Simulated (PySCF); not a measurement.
C4H5FO, SMILES CC1=C(F)CO1.

Geometry optimised at r2SCAN-D4/def2-SVP.

The numbers are results of TDA-PBE/def2-SVPD (PySCF), not measurements.

Vertical excitations. The molecule is in vacuum. State labels are in the subgroup Cs.

Computed UV-visible absorptions:
```json
[
 {"state": "S1", "symmetry": "A\"", "energy (eV)": "5.08", "λ (nm)": "244", "f": "0.001", "main pairs": "HOMO→LUMO+1 99 %"},
 {"state": "S2", "symmetry": "A\"", "energy (eV)": "5.42", "λ (nm)": "229", "f": "0.004", "main pairs": "HOMO→LUMO+2 98 %"},
 {"state": "S3", "symmetry": "A\"", "energy (eV)": "5.63", "λ (nm)": "220", "f": "0.000", "main pairs": "HOMO→LUMO+3 100 %"},
 {"state": "S4", "symmetry": "A'", "energy (eV)": "6.19", "λ (nm)": "200", "f": "0.120", "main pairs": "HOMO→LUMO 77 %"},
 {"state": "S5", "symmetry": "A\"", "energy (eV)": "6.48", "λ (nm)": "191", "f": "0.013", "main pairs": "HOMO→LUMO+4 99 %"},
 {"state": "S6", "symmetry": "A'", "energy (eV)": "6.76", "λ (nm)": "183", "f": "0.049", "main pairs": "HOMO→LUMO+5 95 %"},
 {"state": "S7", "symmetry": "A\"", "energy (eV)": "6.89", "λ (nm)": "180", "f": "0.002", "main pairs": "HOMO→LUMO+6 100 %"},
 {"state": "S8", "symmetry": "A\"", "energy (eV)": "7.54", "λ (nm)": "164", "f": "0.006", "main pairs": "HOMO→LUMO+7 99 %"},
 {"state": "S9", "symmetry": "A\"", "energy (eV)": "7.75", "λ (nm)": "160", "f": "0.006", "main pairs": "HOMO−1→LUMO+1 96 %"},
 {"state": "S10", "symmetry": "A\"", "energy (eV)": "7.82", "λ (nm)": "159", "f": "0.001", "main pairs": "HOMO→LUMO+9 94 %"},
 {"state": "T1", "symmetry": "A'", "energy (eV)": "3.98", "λ (nm)": "311", "f": "0", "main pairs": "HOMO→LUMO 98 %"},
 {"state": "T2", "symmetry": "A\"", "energy (eV)": "4.93", "λ (nm)": "251", "f": "0", "main pairs": "HOMO→LUMO+1 98 %"},
 {"state": "T3", "symmetry": "A\"", "energy (eV)": "5.19", "λ (nm)": "239", "f": "0", "main pairs": "HOMO→LUMO+2 97 %"},
 {"state": "T4", "symmetry": "A\"", "energy (eV)": "5.59", "λ (nm)": "222", "f": "0", "main pairs": "HOMO→LUMO+3 99 %"}
]
```
Triplets are in the Tamm–Dancoff approximation.
